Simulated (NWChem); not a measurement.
System: C$_{3}$H$_{8}$Si; SMILES C1(CC1)[SiH3]

Give the equilibrium geometry at PBE0/def2-SVP (NWChem) as a list of bonds and angles, with the point group.

point group Cs; any orientation.
Bond lengths (Å): Si1–C2 1.867, Si1–H5 1.497, Si1–H6 1.498, Si1–H7 1.497, C2–C3 1.510, C2–C4 1.510, C2–H8 1.096, C3–C4 1.493, C3–H9 1.094, C3–H10 1.095, C4–H11 1.095, C4–H12 1.094. Angles (°): C2–Si1–H5 111.4, C2–Si1–H6 108.7, C2–Si1–H7 111.4, H5–Si1–H6 108.6, H5–Si1–H7 108.1, H6–Si1–H7 108.6, Si1–C2–C3 120.7, Si1–C2–C4 120.7, Si1–C2–H8 114.8, C3–C2–C4 59.3, C3–C2–H8 115.1, C4–C2–H8 115.1, C2–C3–C4 60.4, C2–C3–H9 117.7, C2–C3–H10 118.6, C4–C3–H9 118.3, C4–C3–H10 118.2, H9–C3–H10 113.8, C2–C4–C3 60.4, C2–C4–H11 118.6, C2–C4–H12 117.7, C3–C4–H11 118.2, C3–C4–H12 118.3, H11–C4–H12 113.8.
